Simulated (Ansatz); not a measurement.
C$_{2}$H$_{6}$, charge +1, doublet, at a GFN2-xTB geometry (a state made from the parent by changing its charge; the spin is typed, not shown lowest), with bond 4-1 at 1.4 times its length; Ansatz (a first-principles code) with CASSCF(3,3)/6-31G.

Input for Ansatz:
Ansatz 0.2 input:
```yaml
crystal:
  periodic: [false, false, false]
  atoms:
    - {symbol: C, position_ang: [-0.71811202, 0.13919304, -0.02759107]}
    - {symbol: C, position_ang: [0.71811202, -0.13919304, 0.02759107]}
    - {symbol: H, position_ang: [-1.25486380, -0.57670441, -0.68777700]}
    - {symbol: H, position_ang: [-1.06605503, 1.57792494, -0.39213441]}
    - {symbol: H, position_ang: [-1.23698043, -0.16841287, 0.90654557]}
    - {symbol: H, position_ang: [0.96664274, -1.16685868, 0.28797917]}
    - {symbol: H, position_ang: [1.25486380, 0.57670441, 0.68777700]}
    - {symbol: H, position_ang: [1.23698043, 0.16841287, -0.90654557]}
basis:
  gaussian:
    orbitals: 6-31G
hamiltonian:
  xc: hf
total_charge: 1
correlation: {active_space: {window: {electrons: 3, orbitals: 3}}}
magnetization: {spin_polarized: false, initial_magnetization: 1}
```

### Question
Write the output that Ansatz gives for this input, abridged.

### Answer

```
Functional definition: HF
446 factors; integrals over basis functions are off by at most 2.6e-4 eV
mean field evaluation 1: about -2139.2720 eV, gradient 2.9e1 eV
mean field evaluation 2: about -2139.2686 eV, gradient 2.9e1 eV
mean field evaluation 4: about -2142.0463 eV, gradient 2.9e0 eV
mean field evaluation 8: about -2142.1957 eV, gradient 4.5e-2 eV
mean field evaluation 16: about -2141.4680 eV, gradient 1.7e-1 eV
mean field evaluation 32: about -2141.4715 eV, gradient 3.1e-4 eV
mean field -2142.19539180 eV, -78.7242286166 hartree, gradient 1.5e-6 eV, S^2 0.750000; 5 other end points of the search recorded, 0 dependent functions left out
reference -2142.19539180 eV, -78.7242286166 hartree; 9, 8 occupied and 21, 22 virtual orbitals, 446 factors
state -2142.68369252 eV, -78.7421733370 hartree
the orbitals are reached from a further start. From the first start the search ends at -2142.56938922 eV, -78.7379727681 hartree
Total energy: -2142.68369252 eV, -78.7421733370 hartree
```
